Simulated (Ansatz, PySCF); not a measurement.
Stretching the Al1–H2 bond in AlBrH2 (SMILES [AlH2][Br]) (multiplicity 1 held, fragments rigid). Energies count from the point at 1.569 Å.
Geometry at that point (charge 0, multiplicity 1):
```xyz
4

Al    -0.83541    -1.29867     0.20638
H     -0.32445    -2.32949     1.27377
H     -2.12574    -1.47941    -0.66847
Br     0.38030     0.59119    -0.09395
```

U- levels take the lowest unrestricted solution at each point, which mixes spins at long bonds. Active spaces are followed from a long bond inwards. Levels need not reach the same state.

Cores are frozen in the correlated methods. Filled d and f shells under p-block atoms count as core. Rows in LANL2DZ carry no dispersion term and start afresh at each structure. LANL2DZ brings its own core potentials from Na on.

Codes used: Ansatz (Gaussian orbitals); PySCF for LANL2DZ rows. Values without a source in brackets are computed.

Energies in eV.

```json
[
 {"R (Å)": "1.256", "R-B3LYP/LANL2DZ": "1.19", "U-CCSD(T)/def2-TZVPP": "1.11", "SC-NEVPT2 on CASSCF(2,2)/def2-TZVPP": "1.12", "FIC-MRCISD+Q on CASSCF(2,2)/def2-TZVPP": "1.10"},
 {"R (Å)": "1.412", "R-B3LYP/LANL2DZ": "0.26", "U-CCSD(T)/def2-TZVPP": "0.22", "SC-NEVPT2 on CASSCF(2,2)/def2-TZVPP": "0.23", "FIC-MRCISD+Q on CASSCF(2,2)/def2-TZVPP": "0.22"},
 {"R (Å)": "1.569", "R-B3LYP/LANL2DZ": "0.00", "U-CCSD(T)/def2-TZVPP": "0.00", "SC-NEVPT2 on CASSCF(2,2)/def2-TZVPP": "0.00", "FIC-MRCISD+Q on CASSCF(2,2)/def2-TZVPP": "0.00"},
 {"R (Å)": "1.726", "R-B3LYP/LANL2DZ": "0.10", "U-CCSD(T)/def2-TZVPP": "0.14", "SC-NEVPT2 on CASSCF(2,2)/def2-TZVPP": "0.12", "FIC-MRCISD+Q on CASSCF(2,2)/def2-TZVPP": "0.14"},
 {"R (Å)": "1.883", "R-B3LYP/LANL2DZ": "0.40", "U-CCSD(T)/def2-TZVPP": "0.46", "SC-NEVPT2 on CASSCF(2,2)/def2-TZVPP": "0.43", "FIC-MRCISD+Q on CASSCF(2,2)/def2-TZVPP": "0.47"},
 {"R (Å)": "2.119", "R-B3LYP/LANL2DZ": "1.01", "U-CCSD(T)/def2-TZVPP": "1.09", "SC-NEVPT2 on CASSCF(2,2)/def2-TZVPP": "1.03", "FIC-MRCISD+Q on CASSCF(2,2)/def2-TZVPP": "1.09"},
 {"R (Å)": "2.354", "R-B3LYP/LANL2DZ": "1.66", "U-CCSD(T)/def2-TZVPP": "1.74", "SC-NEVPT2 on CASSCF(2,2)/def2-TZVPP": "1.65", "FIC-MRCISD+Q on CASSCF(2,2)/def2-TZVPP": "1.74"},
 {"R (Å)": "2.746", "R-B3LYP/LANL2DZ": "2.67", "U-CCSD(T)/def2-TZVPP": "2.67", "SC-NEVPT2 on CASSCF(2,2)/def2-TZVPP": "2.50", "FIC-MRCISD+Q on CASSCF(2,2)/def2-TZVPP": "2.63"},
 {"R (Å)": "3.139", "R-B3LYP/LANL2DZ": "3.49", "U-CCSD(T)/def2-TZVPP": "3.30", "SC-NEVPT2 on CASSCF(2,2)/def2-TZVPP": "3.07", "FIC-MRCISD+Q on CASSCF(2,2)/def2-TZVPP": "3.22"},
 {"R (Å)": "3.610", "R-B3LYP/LANL2DZ": "4.21", "U-CCSD(T)/def2-TZVPP": "3.65", "SC-NEVPT2 on CASSCF(2,2)/def2-TZVPP": "3.40", "FIC-MRCISD+Q on CASSCF(2,2)/def2-TZVPP": "3.57"},
 {"R (Å)": "4.237", "R-B3LYP/LANL2DZ": "4.83", "U-CCSD(T)/def2-TZVPP": "3.73", "SC-NEVPT2 on CASSCF(2,2)/def2-TZVPP": "3.54", "FIC-MRCISD+Q on CASSCF(2,2)/def2-TZVPP": "3.72"},
 {"R (Å)": "5.022", "R-B3LYP/LANL2DZ": "5.25", "U-CCSD(T)/def2-TZVPP": "3.75", "SC-NEVPT2 on CASSCF(2,2)/def2-TZVPP": "3.58", "FIC-MRCISD+Q on CASSCF(2,2)/def2-TZVPP": "3.76"}
]
```

Doubts at one or more of the structures used: a spin-contaminated determinant (U-CCSD(T)/def2-TZVPP); T1 above 0.05 (U-CCSD(T)/def2-TZVPP).

Ansatz is an electronic-structure program.
